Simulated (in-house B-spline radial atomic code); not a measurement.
Excitations of C2+ by several methods

Full response, energies in eV; labels give the largest channel, * marks a mixed state, a dash one above the method's threshold, and an imaginary frequency an unstable closed-shell reference. Computed with an all-electron radial atomic-structure program (B-spline basis): linear response of the closed shell [He] 2s2 with each method's own kernel (bare exchange for TDHF, static screening on G0W0 levels for BSE, the adiabatic kernel for functionals); scalar-relativistic (spin-free one-electron X2C), finite nucleus, no spin-orbit coupling, no double excitations, S, P, D and F terms only.

| method | 2s → 2p 3P | 2s → 2p 1P | 2s → 3s 3S | α (bohr³) |
| --- | --- | --- | --- | --- |
| TDHF | 2.770 | 11.574 | 27.904 | 4.5 |
| BSE on G0W0@HF | 5.527 | 12.296 | 29.552 | 3.954 |
| LDA VWN5 | ? | ? | ? | ? |
| PBE | 4.944 | 11.991 | 27.908 | 4.21 |
| PBE0 | 4.757 | 11.913 | 28.162 | 4.269 |
| B3LYP (VWN-RPA) | 4.634 | 11.716 | 27.972 | 4.309 |
| CAM-B3LYP | 4.669 | 11.723 | 27.813 | 4.313 |
| LC-wPBE | 4.787 | 11.946 | 28.084 | 4.254 |
| wB97X | 4.951 | 11.783 | 28.004 | 4.449 |
| HSE06 | 4.699 | 11.888 | 28.205 | 4.281 |
| BHandHLYP | 4.261 | 11.633 | 28.068 | 4.378 |
| BLYP | 4.557 | 11.781 | 27.663 | 4.267 |
| PBEsol | 5.122 | 11.976 | 27.853 | 4.232 |
| BP86 | 4.955 | 11.956 | 28.251 | 4.249 |
| LDA exchange-only | 4.297 | 11.874 | 26.789 | 4.255 |
| B97-1 | ? | ? | ? | ? |
| RPBE | 4.948 | 12.084 | 27.818 | 4.215 |
| OLYP | 4.843 | 12.139 | 27.435 | 4.241 |

Question: What does B97-1 give?

Answer: 2s → 2p 3P: 5.457; 2s → 2p 1P: 11.906; 2s → 3s 3S: 28.155; α: 4.276 (eV, bohr³).

Question: What does LDA VWN5 give?

Answer: 2s → 2p 3P: 5.566; 2s → 2p 1P: 11.772; 2s → 3s 3S: 28.024; α: 4.249 (eV, bohr³).
